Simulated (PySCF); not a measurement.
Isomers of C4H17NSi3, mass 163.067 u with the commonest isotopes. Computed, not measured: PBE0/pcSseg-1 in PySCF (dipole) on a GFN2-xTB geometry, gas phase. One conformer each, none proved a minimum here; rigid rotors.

Question: Order these by rotational constant C, smallest first.
A. `[CH3:1][C:2]([CH3:3])([CH3:4])[SiH2:5][N:6]([SiH3:7])[SiH3:8]` with C2–Si5–N6–Si7 86°
B. `[CH3:1][CH:2]([CH3:3])[N:4]([SiH3:5])[SiH2:6][CH2:7][SiH3:8]` with C1–C2–N4–Si5 134°, C2–N4–Si6–C7 -151°, N4–Si6–C7–Si8 -179°
C. `[CH3:1][N:2]([CH3:3])[SiH2:4][SiH2:5][CH2:6][CH2:7][SiH3:8]` with C1–N2–Si4–Si5 41°, N2–Si4–Si5–C6 -89°, Si4–Si5–C6–C7 -176°, Si5–C6–C7–Si8 -177°
D. `[CH3:1][NH:2][Si@H:3]([SiH2:4][SiH3:5])[CH:6]([CH3:7])[CH3:8]` with C1–N2–Si3–Si4 -52°, N2–Si3–Si4–Si5 172°, N2–Si3–C6–C7 -165°
E. `[CH3:1][CH2:2][Si:3]([CH3:4])([CH3:5])[N:6]([SiH3:7])[SiH3:8]` with C1–C2–Si3–C4 -67°, C2–Si3–N6–Si7 68°
F. `[CH3:1][C:2]([CH3:3])([CH2:4][SiH2:5][SiH3:6])[NH:7][SiH3:8]` with C1–C2–C4–Si5 -176°, C2–C4–Si5–Si6 54°, C1–C2–N7–Si8 -78°
G. `[CH3:1][CH2:2][CH2:3][N:4]([CH3:5])[SiH:6]([SiH3:7])[SiH3:8]` with C1–C2–C3–N4 174°, C2–C3–N4–C5 70°, C3–N4–Si6–Si7 76°

Answer: C (357.3 MHz), B (509.9 MHz), G (524.4 MHz), D (547.3 MHz), F (622.8 MHz), A (663.2 MHz), E (843.7 MHz).

Question: Order these by radius of gyration √(Σ m r²/M), largest first.
A. `[CH3:1][NH:2][Si@H:3]([SiH2:4][SiH3:5])[CH:6]([CH3:7])[CH3:8]` with C1–N2–Si3–Si4 -52°, N2–Si3–Si4–Si5 172°, N2–Si3–C6–C7 -165°
B. `[CH3:1][N:2]([CH3:3])[SiH2:4][SiH2:5][CH2:6][CH2:7][SiH3:8]` with C1–N2–Si4–Si5 41°, N2–Si4–Si5–C6 -89°, Si4–Si5–C6–C7 -176°, Si5–C6–C7–Si8 -177°
C. `[CH3:1][CH2:2][Si:3]([CH3:4])([CH3:5])[N:6]([SiH3:7])[SiH3:8]` with C1–C2–Si3–C4 -67°, C2–Si3–N6–Si7 68°
D. `[CH3:1][CH2:2][Si:3]([SiH3:4])([SiH3:5])[N:6]([CH3:7])[CH3:8]` with C1–C2–Si3–Si4 177°, C2–Si3–N6–C7 -166°
E. `[CH3:1][CH2:2][CH2:3][N:4]([CH3:5])[SiH:6]([SiH3:7])[SiH3:8]` with C1–C2–C3–N4 174°, C2–C3–N4–C5 70°, C3–N4–Si6–Si7 76°
F. `[CH3:1][C:2]([CH3:3])([CH2:4][SiH2:5][SiH3:6])[NH:7][SiH3:8]` with C1–C2–C4–Si5 -176°, C2–C4–Si5–Si6 54°, C1–C2–N7–Si8 -78°
G. `[CH3:1][C:2]([CH3:3])([CH3:4])[SiH2:5][N:6]([SiH3:7])[SiH3:8]` with C2–Si5–N6–Si7 86°
H. `[CH3:1][CH:2]([CH3:3])[N:4]([SiH3:5])[SiH2:6][CH2:7][SiH3:8]` with C1–C2–N4–Si5 134°, C2–N4–Si6–C7 -151°, N4–Si6–C7–Si8 -179°

Answer: B (2.994 Å), H (2.550 Å), E (2.513 Å), A (2.473 Å), F (2.323 Å), G (2.295 Å), D (2.267 Å), C (2.202 Å).

Question: Order these by dipole moment, largest first.
A. `[CH3:1][CH:2]([CH3:3])[N:4]([SiH3:5])[SiH2:6][CH2:7][SiH3:8]` with C1–C2–N4–Si5 134°, C2–N4–Si6–C7 -151°, N4–Si6–C7–Si8 -179°
B. `[CH3:1][CH2:2][Si:3]([CH3:4])([CH3:5])[N:6]([SiH3:7])[SiH3:8]` with C1–C2–Si3–C4 -67°, C2–Si3–N6–Si7 68°
C. `[CH3:1][C:2]([CH3:3])([CH2:4][SiH2:5][SiH3:6])[NH:7][SiH3:8]` with C1–C2–C4–Si5 -176°, C2–C4–Si5–Si6 54°, C1–C2–N7–Si8 -78°
D. `[CH3:1][N:2]([CH3:3])[SiH2:4][SiH2:5][CH2:6][CH2:7][SiH3:8]` with C1–N2–Si4–Si5 41°, N2–Si4–Si5–C6 -89°, Si4–Si5–C6–C7 -176°, Si5–C6–C7–Si8 -177°
E. `[CH3:1][NH:2][Si@H:3]([SiH2:4][SiH3:5])[CH:6]([CH3:7])[CH3:8]` with C1–N2–Si3–Si4 -52°, N2–Si3–Si4–Si5 172°, N2–Si3–C6–C7 -165°

Answer: C (1.86 D), E (1.53 D), A (1.02 D), D (0.90 D), B (0.62 D).

```json
{"SMILES": "CN[Si@H]([SiH2][SiH3])C(C)C", "point group": "C1", "Ia (u·Å²)": "411.31", "Ib (u·Å²)": "659.26", "Ic (u·Å²)": "923.35", "κ": "-0.36", "μa (D)": "1.33", "μb (D)": "0.18", "μc (D)": "0.74"}
{"SMILES": "CC[Si](C)(C)N([SiH3])[SiH3]", "point group": "C1", "Ia (u·Å²)": "425.21", "Ib (u·Å²)": "557.46", "Ic (u·Å²)": "599.00", "κ": "-0.64", "μa (D)": "0.60", "μb (D)": "0.02", "μc (D)": "0.18"}
{"SMILES": "CC(C)N([SiH3])[SiH2]C[SiH3]", "point group": "C1", "Ia (u·Å²)": "289.80", "Ib (u·Å²)": "840.14", "Ic (u·Å²)": "991.19", "κ": "-0.85", "μa (D)": "0.96", "μb (D)": "0.08", "μc (D)": "0.35"}
{"SMILES": "CC[Si]([SiH3])([SiH3])N(C)C", "point group": "C1", "Ia (u·Å²)": "520.58", "Ib (u·Å²)": "550.78", "Ic (u·Å²)": "604.86", "κ": "0.21", "μa (D)": "0.11", "μb (D)": "1.42", "μc (D)": "0.18"}
{"SMILES": "CN(C)[SiH2][SiH2]CC[SiH3]", "point group": "C1", "Ia (u·Å²)": "199.64", "Ib (u·Å²)": "1309.35", "Ic (u·Å²)": "1414.38", "κ": "-0.97", "μa (D)": "0.45", "μb (D)": "0.78", "μc (D)": "0.12"}
{"SMILES": "CCCN(C)[SiH]([SiH3])[SiH3]", "point group": "C1", "Ia (u·Å²)": "335.60", "Ib (u·Å²)": "759.96", "Ic (u·Å²)": "963.75", "κ": "-0.71", "μa (D)": "1.20", "μb (D)": "0.72", "μc (D)": "0.35"}
{"SMILES": "CC(C)(C[SiH2][SiH3])N[SiH3]", "point group": "C1", "Ia (u·Å²)": "375.00", "Ib (u·Å²)": "573.05", "Ic (u·Å²)": "811.50", "κ": "-0.29", "μa (D)": "1.37", "μb (D)": "1.09", "μc (D)": "0.63"}
{"SMILES": "CC(C)(C)[SiH2]N([SiH3])[SiH3]", "point group": "near Cs", "Ia (u·Å²)": "299.94", "Ib (u·Å²)": "655.38", "Ic (u·Å²)": "762.02", "κ": "-0.79", "μa (D)": "0.54", "μb (D)": "0.00", "μc (D)": "0.33"}
```
